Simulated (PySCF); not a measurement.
CH5BS, SMILES CBS. The structure is a stationary point at PBE0-D3(BJ)/def2-TZVP. One conformer was computed; it need not be the lowest.

Method: PBE0-D3(BJ)/def2-TZVP run with PySCF.

Harmonic wavenumbers (cm⁻¹): 123, 281, 440, 695, 715, 796, 902, 903, 1050, 1167, 1326, 1450, 1453, 2628, 2711, 3033, 3092, 3131. Rotational constants (GHz): 37.94, 5.084, 4.608; symmetry number 1.

### Question
Work out the zero-point energy and the ideal-gas rigid-rotor harmonic-oscillator thermochemistry at 298.15 K and 1 atm.

### Answer
ZPE = ½ Σ hcν = ½ × 25895 cm⁻¹ = 37.02 kcal/mol. H − E(el) = 40.57 kcal/mol. Entropy in cal/(mol K): translation 38.19, rotation 23.41, vibration 6.67, total 68.27. G − E(el) = 20.22 kcal/mol. Cp = 17.13 cal/(mol K). Modes under 150 cm⁻¹ make the vibrational entropy uncertain.
